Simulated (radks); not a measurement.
Results of a calculation; reference values are marked as such.
All-electron atom: the lead ion Pb2+ in [Xe] 4f14 5d8 6s2 6p2 (not the ground configuration). Level of theory: Dirac Kohn-Sham, PBE, spin-unpolarised, spherical densities, finite nucleus; open shells fill j = l - 1/2 first; Fermi nuclear charge, rms radius 5.5012 fm (a radial shooting solver on a logarithmic mesh with Libxc functionals).

X-ray form factor f0, the Fourier transform of the density (f0(0) = 80):

| sin(theta)/lambda (1/angstrom) | f0 (electrons) |
|---|---|
| 0.05 | 79.060 |
| 0.1 | 76.508 |
| 0.15 | 72.964 |
| 0.2 | 69.044 |
| 0.25 | 65.149 |
| 0.3 | 61.458 |
| 0.4 | 54.818 |
| 0.5 | 49.096 |
| 0.6 | 44.181 |
| 0.8 | 36.296 |
| 1 | 30.193 |
| 1.25 | 24.293 |
| 1.5 | 20.067 |
| 2 | 15.333 |
